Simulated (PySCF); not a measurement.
`C#Cc1ccc(F)cc1C1=CC1`: 4 charge schemes on one density

Compound: C11H7F.
Structure used (GFN2-xTB), in Å, numbered top down from 1:
```xyz
19
C11H7F angstrom
C     -0.0774    3.2013   -0.4105
C     -0.4108    2.0509   -0.3258
C     -0.8321    0.7052   -0.2317
C     -2.1739    0.3818   -0.4194
C     -2.6031   -0.9290   -0.3343
C     -1.6724   -1.9173   -0.0532
F     -2.0880   -3.1988    0.0322
C     -0.3372   -1.6343    0.1433
C      0.1016   -0.3127    0.0538
C      1.4761   -0.0082    0.2521
C      2.4795    0.8292    0.3214
C      2.8160   -0.6108    0.5625
H      0.2212    4.2042   -0.4820
H     -2.8807    1.1696   -0.6335
H     -3.6387   -1.1920   -0.4805
H      0.3616   -2.4260    0.3644
H      2.8706    1.8138    0.2647
H      3.0337   -0.9464    1.5711
H      3.3439   -1.1713   -0.2021
```

Density: PBE0/pcSseg-1 (PySCF); schemes: Mulliken, IAO, Hirshfeld and ESP-fitted. One conformer (not necessarily the lowest) at the GFN2-xTB geometry, without solvent, vibrations or thermal averaging.

Give the atomic charges in each scheme.

In e:

```
atom                      environment  Mulliken     IAO  Hirshfeld  ESP-fitted
  C1           terminal alkyne carbon    -0.416  -0.232     -0.100      -0.318
  C2                    alkyne carbon    +0.458  -0.019     -0.038      -0.198
  C3      substituted aromatic carbon    -0.216  -0.021     +0.005      +0.285
  C4               aromatic CH carbon    +0.001  -0.125     -0.031      -0.185
  C5               aromatic CH carbon    -0.124  -0.189     -0.060      -0.336
  C6              aromatic C–F carbon    +0.360  +0.301     +0.093      +0.368
  F7                    aryl fluorine    -0.283  -0.267     -0.083      -0.199
  C8               aromatic CH carbon    -0.086  -0.184     -0.059      -0.243
  C9      substituted aromatic carbon    -0.050  +0.007     +0.012      -0.125
 C10  fully substituted alkene carbon    +0.076  +0.002     -0.005      +0.182
 C11                 alkene CH carbon    -0.215  -0.143     -0.039      -0.213
 C12                   allylic carbon    -0.148  -0.284     -0.099      -0.259
 H13                  alkyne hydrogen    +0.044  +0.204     +0.094      +0.285
 H14                aromatic hydrogen    +0.089  +0.171     +0.060      +0.191
 H15                aromatic hydrogen    +0.111  +0.175     +0.061      +0.208
 H16                aromatic hydrogen    +0.100  +0.178     +0.059      +0.171
 H17                 vinylic hydrogen    +0.058  +0.178     +0.072      +0.195
 H18               methylene hydrogen    +0.121  +0.123     +0.029      +0.095
 H19               methylene hydrogen    +0.121  +0.124     +0.029      +0.096
```

Mean size of the charges over all atoms: ESP-fitted 0.218 e, Mulliken 0.162 e, IAO 0.154 e, Hirshfeld 0.054 e. Each set sums to the total charge, 0, to within 0.001 e. The IAO scheme projects the occupied orbitals on a minimal set of polarised atomic orbitals and counts the electrons in each atom's part of it. The Mulliken scheme counts on each atom the diagonal of the density matrix times the overlap matrix over that atom's basis functions.

Lowest charge. The schemes don't all agree: Mulliken C1 (-0.416); IAO C12 (-0.284); Hirshfeld C1 (-0.100); ESP-fitted C5 (-0.336).

Highest charge. The schemes don't all agree: Mulliken C2 (+0.458); IAO C6 (+0.301); Hirshfeld H13 (+0.094); ESP-fitted C6 (+0.368).

How many electrons does the IAO scheme count on C2?

Z − q = 6 − (-0.019) = 6.019.

Sum the charges by element, for elements with more than one atom.

| element | atoms | Mulliken | IAO | Hirshfeld | ESP-fitted |
| --- | --- | --- | --- | --- | --- |
| C | 11 | -0.360 | -0.886 | -0.321 | -1.042 |
| H | 7 | +0.643 | +1.153 | +0.404 | +1.240 |

These values come from a run that also computed NMR shieldings. On an Arm Neoverse V1 with one thread, on a shared host, this took 82 s (grids of density and orbitals included) and 1.1 GiB of memory at its peak.
